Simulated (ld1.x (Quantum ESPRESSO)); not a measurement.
Pseudopotential generation for Au (Z = 79): ultrasoft, PBE, scalar-relativistic.

ld1.x (Quantum ESPRESSO) 7.5 input, shortened:

```
&input
   title='Au', zed=79., rel=1, dft='PBE', iswitch=3,
   config='[Xe] 4f14 5d10 6s1 6p0'
 /
 &inputp
   pseudotype=3, tm=.true., lloc=-2, rcloc=1.40,
   nlcc=.true., rcore=0.55,
   which_augfun='PSQ', rmatch_augfun_nc=.true.
 /
8
5S  1  0   2.00   0.00  1.20  1.35  0.0
6S  2  0   1.00   0.00  1.20  1.35  0.0
5P  2  1   6.00   0.00  1.40  1.60  0.0
6P  3  1   0.00   0.00  1.40  1.60  0.0
5D  3  2  10.00   0.00  1.80  2.40  0.0
5D  3  2   0.00  -0.20  1.80  2.40  0.0
4F  4  3  14.00   0.00  0.70  0.85  0.0
4F  4  3   0.00  -4.30  0.70  0.85  0.0
 &test
   configts(1)='4f14 5s2 5p6 5d10 6s1 6p0'
 /
```

All-electron outer shells of the reference configuration (PBE, scalar-relativistic, ld1.x):

```tsv
shell	level (eV)	outermost node (bohr)	outermost maximum (bohr)
4p	-546.41	0.22	0.40
4d	-325.90	0.20	0.41
5s	-108.37	0.48	0.84
4f	-81.12	–	0.37
5p	-59.78	0.52	0.96
5d	-6.88	0.56	1.21
6s	-5.76	1.11	2.32
6p	-0.77	1.32	3.64
```

What the tests gave:

| Quantity | Value |
| --- | --- |
| Cutoffs needed | 300 Ry and over 300 Ry (the cutoffs (Ry, on a coarse ladder) from which the occupation-weighted sum of valence levels, in a spherical-Bessel basis at the reference potential, stays within 10 and 1 mRy of its value at 400 Ry) |
| Ghost test | no extra level below or beside the all-electron valence levels (s, p, d, f tested) (spherical-Bessel basis up to 400 Ry, 20 bohr box) |
| Largest excitation error | +40 meV (all-electron minus pseudo) for 4f14 5s2 5p6 5d7 6s0 6p0, out of 7 test configurations |
| Lowest eigenvalue of the overlap operator | 0.06 (p channel) |
| Density cutoff estimated by the generator | 1165 Ry |

Generation and tests took about 3.1 s on one core of a shared server CPU.
